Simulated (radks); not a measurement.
Question: La3+, configuration [Xe] (the NIST ground configuration). Method: scalar-relativistic Kohn-Sham, BLYP, spin-polarised, spherical densities, finite nucleus; Fermi nuclear charge, rms radius 4.855 fm; computed with a radial shooting solver on a logarithmic mesh with Libxc functionals. Some entries of the table are withheld. Estimate them.

orbital,occ.,eigenvalue (eV),<r> (bohr),r(max) (bohr)
1s,2,-38776.90,0.02507,0.01608
2s,2,-6192.723,0.1074,0.09094
2p,6,-5553.412,0.09424,0.07312
3s,2,-1342.590,0.2852,0.2604
3p,6,-1138.430,0.2832,0.2548
3d,10,-844.8994,0.2600,0.2100
4s,2,-289.4119,0.6541,0.6081
4p,6,-222.9993,0.6930,0.6351
4d,10,-126.8972,(1),0.6713
5s,2,-61.4644,1.539,1.402
5p,6,-44.5177,(2),1.571

Answer: 
(1) 4d <r> (bohr): 0.7672
(2) 5p <r> (bohr): 1.759
